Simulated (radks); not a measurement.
The numbers below are computed, except where a source is named.
The samarium ion Sm8+, 54 electrons, occupied as [Kr] 4d10 4f4 5s2 5p2. Level of theory: non-relativistic Kohn-Sham, LB94 model potential, spin-polarised, spherical densities, point nucleus; open shells are filled with parallel spins first (spin-orbit coupling, left out, can overturn this in heavy ions); relativity is left out, which matters for an element this heavy (a radial shooting solver on a logarithmic mesh with Libxc functionals). Some entries of the table are withheld. Estimate them.

orbital,occ.,eigenvalue (eV),<r^2> (bohr^2)
1s down,1,-44336.58,0.0007990
1s up,1,-44336.57,0.0007990
2s up,1,-7130.470,0.01274
2s down,1,-7130.425,0.01274
2p up,3,-6784.041,0.009480
2p down,3,-6783.898,0.009481
3s up,1,-1669.874,0.08311
3s down,1,-1669.840,0.08304
3p up,3,-1515.390,0.07800
3p down,3,-1515.344,0.07793
3d up,5,-1226.553,0.06273
3d down,5,-1226.548,0.06266
4s up,1,-430.9837,0.4188
4s down,1,-427.9598,0.4202
4p up,3,-371.4790,0.4418
4p down,3,-368.5536,0.4435
4d up,5,-265.6305,0.4997
4d down,5,-262.9261,0.5023
5s up,1,-152.7246,(1)
5s down,1,-150.6586,(2)
4f up,4,(3),0.7035
4f down,0,(4),0.7077
5p up,2,-133.3501,(5)
5p down,0,-131.1784,(6)

Answer. 
(1) 5s up <r^2> (bohr^2): 1.951
(2) 5s down <r^2> (bohr^2): 1.943
(3) 4f up eigenvalue (eV): -136.6539
(4) 4f down eigenvalue (eV): -134.3438
(5) 5p up <r^2> (bohr^2): 2.230
(6) 5p down <r^2> (bohr^2): 2.226
